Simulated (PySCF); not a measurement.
# State search for CsF

Unrestricted PBE0; Cs x2c-TZVPall, F x2c-TZVPall; spin-free X2C with a Gaussian nucleus (PySCF 2.14). Outer shells of the fragments: Cs 6s1; F 2s2 2p5.

Followed along the bond (rough minima from three points):

```csv
2Ms+1,unpaired,⟨S²⟩ at the start,R at minimum (Å),Te (eV)
1,none,0.00,2.33,0.00
3,"σ ↑, π ↑",2.00,none in the scan,≤ 5.16
```

Solutions found at the starting distance of 2.820 Å, counted from the lowest of them; the search is not exhaustive and high or unbound solutions are not listed, so other states can lie among these:

```json
{"2Ms+1": "1", "unpaired": "none", "term": "¹Σ⁺", "E (eV)": "0.00", "⟨S²⟩": "0.00", "⟨Lz²⟩": "0.00", "μ (D)": "-10.57"}
{"2Ms+1": "3", "unpaired": "σ ↑, π ↑", "term": "³Π", "E (eV)": "4.71", "⟨S²⟩": "2.00", "⟨Lz²⟩": "1.01", "μ (D)": "0.98"}
{"2Ms+1": "1", "unpaired": "σ ↓, π ↑", "term": "mixed", "E (eV)": "4.72", "⟨S²⟩": "1.00", "⟨Lz²⟩": "1.01", "μ (D)": "1.15"}
{"2Ms+1": "3", "unpaired": "σ ↑↑", "term": "³Σ⁺", "E (eV)": "4.72", "⟨S²⟩": "2.00", "⟨Lz²⟩": "0.00", "μ (D)": "1.25"}
{"2Ms+1": "3", "unpaired": "π ↑↑", "term": "mixed", "E (eV)": "5.83", "⟨S²⟩": "2.00", "⟨Lz²⟩": "2.00", "μ (D)": "-0.28"}
{"2Ms+1": "3", "unpaired": "π ↑↑", "term": "mixed", "E (eV)": "5.86", "⟨S²⟩": "2.00", "⟨Lz²⟩": "2.00", "μ (D)": "1.02"}
```

A term symbol is given only where ⟨S²⟩ and ⟨Lz²⟩ are close to those of a pure state; real π, δ and φ orbitals otherwise mix terms. A positive dipole means Cs(−)F(+).

The measured ground state is X ¹Σ+ (Huber and Herzberg, Constants of Diatomic Molecules (1979)).

Spin–orbit coupling is left out. Counting both spins, an empty level lies below a filled one in some of these solutions, because spin and occupation are held.
